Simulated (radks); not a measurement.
Neutral fluorine, configuration [He] 2s2 2p5. All-electron calculation, scalar-relativistic Kohn-Sham, HCTH/407, spin-unpolarised, spherical densities, finite nucleus; Fermi nuclear charge, rms radius 2.8976 fm. Program: a radial shooting solver on a logarithmic mesh with Libxc functionals.

Normalised radial functions P(r) = r R(r), r in bohr:

```
   r/bohr * 1s (the largest magnitude, 2.14, reaches the edge; | marks zero)
 0.006189 |       *
 0.006867 |        *
 0.007681 |         *
 0.008523 |          *
 0.009457 |           *
  0.01049 |            *
  0.01164 |             *
  0.01292 |              *
  0.01445 |                *
  0.01604 |                 *
  0.01779 |                   *
  0.01974 |                     *
  0.02191 |                       *
  0.02431 |                         *
  0.02719 |                           *
  0.03017 |                              *
  0.03347 |                                *
  0.03714 |                                  *
  0.04121 |                                     *
  0.04573 |                                       *
  0.05115 |                                          *
  0.05676 |                                            *
  0.06298 |                                               *
  0.06988 |                                                 *
  0.07754 |                                                   *
  0.08673 |                                                    *
  0.09623 |                                                     *
   0.1068 |                                                      *
   0.1185 |                                                      *
   0.1315 |                                                      *
   0.1459 |                                                    *
   0.1632 |                                                  *
   0.1811 |                                                *
   0.2009 |                                             *
   0.2229 |                                         *
   0.2473 |                                     *
   0.2745 |                                *
    0.307 |                            *
   0.3406 |                       *
    0.378 |                  *
   0.4194 |              *
   0.4653 |           *
   0.5205 |       *
   0.5775 |     *
   0.6408 |   *
   0.7111 | *
    0.789 |*
   0.8755 |*
   0.9792 *
    1.087 *
    1.206 *
    1.338 *
    1.484 *
    1.647 *
    1.842 *
    2.044 *
    2.268 *
    2.517 *
    2.793 *
    3.099 *
    3.466 *
    3.846 *
    4.268 *
```

1s: eigenvalue -662.96 eV, 0 radial nodes, <r> = 0.176 bohr, 90 % of the charge inside 0.316 bohr.
